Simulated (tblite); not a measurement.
C7H9B.
Atom-mapped SMILES: `[BH2:1][C:2]#[C:3]/[CH:4]=[C:5](/[CH3:6])[CH:7]=[CH2:8]` (hydrogens: H9, H10 on B1; H11 on C4; H12, H13, H14 on C6; H15 on C7; H16, H17 on C8)

Computed with GFN2-xTB (tblite), gas phase: L-BFGS steps from a force-field or distance-geometry start until the largest atomic force falls under 0.01 eV/Å.

Step 3: E = -563.0732 eV
```
atom  x, y, z in Å  |  force x, y, z in eV/Å
B1      3.9147    1.1644    0.4927   -0.210  -0.073   0.117
C2      2.6487    0.3497    0.5373    0.309   0.119   0.011
C3      1.6297   -0.3168    0.5929   -0.351  -0.140  -0.046
C4      0.4353   -1.0717    0.6398    0.274   0.081   0.048
C5     -0.7807   -0.6142    0.2584   -0.083   0.064  -0.079
C6     -1.9858   -1.5296    0.3629    0.288   0.205  -0.055
C7     -0.9497    0.7463   -0.2578    0.021  -0.131   0.091
C8     -2.1071    1.2695   -0.6529   -0.099  -0.033   0.002
H9      4.9287    0.7361    0.9217   -0.245  -0.013  -0.104
H10     3.8922    2.2672    0.0725   -0.059  -0.207   0.018
H11     0.5145   -2.0944    1.0191    0.104   0.303  -0.089
H12    -2.4300   -1.6796   -0.6248   -0.003   0.112   0.143
H13    -2.7320   -1.0921    1.0305    0.049  -0.016  -0.153
H14    -1.7182   -2.5151    0.7565    0.084   0.264  -0.055
H15    -0.0780    1.3973   -0.3247    0.033  -0.481   0.166
H16    -2.1627    2.2843   -1.0165   -0.045  -0.116   0.019
H17    -3.0265    0.7107   -0.6242   -0.067   0.062  -0.034
```

Step 4: E = -563.0990 eV
```
atom  x, y, z in Å  |  force x, y, z in eV/Å
B1      3.9042    1.1610    0.4977   -0.024   0.008   0.066
C2      2.6483    0.3457    0.5384    0.566   0.326  -0.004
C3      1.6306   -0.3133    0.5903   -0.654  -0.324  -0.017
C4      0.4406   -1.0639    0.6395    0.130  -0.015   0.022
C5     -0.7770   -0.6136    0.2565   -0.065   0.103  -0.041
C6     -1.9761   -1.5210    0.3610    0.130   0.082  -0.026
C7     -0.9522    0.7410   -0.2543   -0.084  -0.069   0.012
C8     -2.1082    1.2672   -0.6520   -0.042  -0.065   0.026
H9      4.9189    0.7360    0.9172   -0.161  -0.061  -0.045
H10     3.8905    2.2585    0.0734   -0.095  -0.119  -0.005
H11     0.5185   -2.0837    1.0159    0.121   0.181  -0.039
H12    -2.4296   -1.6751   -0.6161   -0.015   0.105  -0.066
H13    -2.7283   -1.0950    1.0219   -0.015   0.113  -0.016
H14    -1.7159   -2.5016    0.7531    0.169   0.042   0.028
H15    -0.0773    1.3767   -0.3178    0.157  -0.273   0.125
H16    -2.1650    2.2796   -1.0158   -0.016  -0.046   0.004
H17    -3.0289    0.7135   -0.6257   -0.103   0.011  -0.023
```

Step 5: E = -563.1113 eV
```
atom  x, y, z in Å  |  force x, y, z in eV/Å
B1      3.8977    1.1594    0.5022    0.090   0.060   0.019
C2      2.6514    0.3444    0.5395    0.062   0.035   0.017
C3      1.6270   -0.3118    0.5878   -0.142   0.006  -0.029
C4      0.4431   -1.0586    0.6389    0.056  -0.073   0.007
C5     -0.7735   -0.6121    0.2552   -0.167   0.098  -0.031
C6     -1.9679   -1.5138    0.3593   -0.046  -0.041   0.008
C7     -0.9566    0.7367   -0.2521    0.103  -0.041   0.012
C8     -2.1085    1.2641   -0.6506   -0.197   0.011  -0.030
H9      4.9094    0.7347    0.9134   -0.039  -0.105   0.019
H10     3.8875    2.2507    0.0738   -0.109  -0.009  -0.035
H11     0.5235   -2.0740    1.0134    0.114   0.030   0.015
H12    -2.4296   -1.6702   -0.6115    0.002   0.097  -0.164
H13    -2.7260   -1.0949    1.0159   -0.017   0.173   0.050
H14    -1.7111   -2.4918    0.7514    0.200  -0.072   0.064
H15    -0.0737    1.3580   -0.3108    0.169  -0.135   0.085
H16    -2.1669    2.2758   -1.0154    0.008  -0.027   0.006
H17    -3.0327    0.7155   -0.6271   -0.086  -0.009  -0.012
```

**Question.** Estimate the geometry and energy of step 6. (The exact step hangs on the optimiser's Hessian estimate; all steps are aligned on step 5, rigid shifts and turns removed.)

**Answer.** E = -563.1162 eV, largest force 0.189 eV/Å
```
atom  x, y, z in Å  |  force x, y, z in eV/Å
B1      3.8967    1.1597    0.5041    0.055   0.031   0.002
C2      2.6521    0.3436    0.5402   -0.042  -0.017   0.021
C3      1.6249   -0.3103    0.5865    0.012   0.096  -0.029
C4      0.4443   -1.0573    0.6385   -0.063  -0.029  -0.032
C5     -0.7743   -0.6106    0.2545   -0.066   0.010   0.017
C6     -1.9658   -1.5119    0.3588   -0.116  -0.079   0.012
C7     -0.9564    0.7349   -0.2513   -0.086   0.059  -0.060
C8     -2.1117    1.2632   -0.6506    0.026  -0.050   0.030
H9      4.9056    0.7325    0.9124    0.020  -0.115   0.044
H10     3.8848    2.2478    0.0733   -0.103   0.041  -0.046
H11     0.5270   -2.0703    1.0129    0.104  -0.035   0.035
H12    -2.4295   -1.6669   -0.6123    0.021   0.083  -0.139
H13    -2.7254   -1.0921    1.0145    0.001   0.153   0.047
H14    -1.7062   -2.4894    0.7518    0.173  -0.059   0.050
H15    -0.0699    1.3491   -0.3070    0.165  -0.068   0.061
H16    -2.1674    2.2739   -1.0151    0.003   0.009  -0.006
H17    -3.0355    0.7160   -0.6278   -0.103  -0.031  -0.006
```

The energy changes by -0.0049 eV. The first-order estimate −F·Δx gives -0.0065 eV and the mean of the old and new forces, exact on a quadratic surface, -0.0048 eV. The step makes an angle of 50° with the force vector and moves no atom by more than 0.010 Å.

The cost below is that of the whole relaxation. On one thread, Arm Neoverse V1 (aarch64), on a shared host, this took 0.17 s of wall time.
